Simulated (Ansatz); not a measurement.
Program: Ansatz. Geometries: PBE0-D4/def2-TZVP. ΔE: electronic, gas phase. CCSD(T)/CBS is the MP2 limit (def2-TZVPP, def2-QZVPP) plus CCSD(T) − MP2 in def2-TZVPP, frozen cores. This one scheme is used for every species. Double bonds are as drawn, so ΔE can hold a change between cis and trans. DFT in def2-TZVPP. B3LYP here is the variant with VWN-RPA as its local correlation; programs differ in this. Each species was taken in one conformer, which may not be the lowest.

`C/[C]([AlH2])=C\F` + `BN` → `BN/C(C)=C\F` + `[AlH3]`  (substitution at a C–Al bond)

`C/[C]([AlH2])=C\F`:

```xyz
11

C    -1.170   -0.901    0.137
C     0.085   -0.085    0.010
Al    0.164    1.833   -0.246
C     1.291   -0.644    0.066
F     1.492   -1.961    0.239
H    -1.773   -0.558    0.982
H    -0.964   -1.963    0.278
H    -1.797   -0.791   -0.751
H    -1.168    2.690   -0.341
H     1.600    2.500   -0.356
H     2.239   -0.121   -0.017
```

`BN`:

Z-matrix (Å, degrees):
```
B
N 1 1.385
H 1 1.197 2 119.0
H 1 1.197 2 119.0 3 -180.0
H 2 1.006 1 123.2 3 -0.0
H 2 1.006 1 123.2 3 180.0
```

`BN/C(C)=C\F`:

Z-matrix (Å, degrees):
```
C
C 1 1.487
H 1 1.093 2 111.0
H 1 1.093 2 111.0 3 -119.2
H 1 1.090 2 110.2 3 120.4
N 2 1.396 1 118.9 3 59.6
C 2 1.330 1 120.7 3 -120.4
B 6 1.395 2 129.0 1 -0.0
H 6 1.010 2 112.5 1 180.0
F 7 1.348 2 120.8 1 180.0
H 7 1.080 2 125.6 1 -0.0
H 8 1.193 6 120.4 2 0.0
H 8 1.195 6 117.5 2 -180.0
```

`[AlH3]`:

```xyz
4

Al    0.000    0.000    0.000
H     1.234   -0.311    0.946
H     0.232    0.249   -1.549
H    -1.466    0.062    0.603
```

```tsv
level	ΔE (kcal/mol)	difference from CCSD(T)/CBS
PBE-D4	13.8	-0.8
r2SCAN-D4	14.5	-0.1
B3LYP-D4	13.7	-0.9
ωB97X-V	13.7	-0.9
ωB97M-V	14.8	0.2
B2PLYP	14.9	0.3
r2SCAN	14.7	0.1
B3LYP	14.5	-0.1
MP2/def2-TZVPP	15.4	0.8
SCS-MP2/def2-TZVPP	14.8	0.2
CCSD/def2-TZVPP	14.3	-0.3
CCSD(T)/def2-TZVPP	14.4	-0.2
HF/def2-QZVPP	13.8	-0.8
HF/CBS(def2)	13.8	-0.8
MP2/CBS(def2)	15.6	1.0
CCSD/CBS(def2)	14.5	-0.1
CCSD(T)/CBS	14.6	0
```

Largest T1 diagnostic among the species: 0.013.

The D4 term adds −0.8 kcal/mol with B3LYP and −0.5 kcal/mol with PBE0; it sums over pairs of atoms, weighted by their polarisabilities, and B3LYP, whose exchange is more repulsive, gets the larger term.
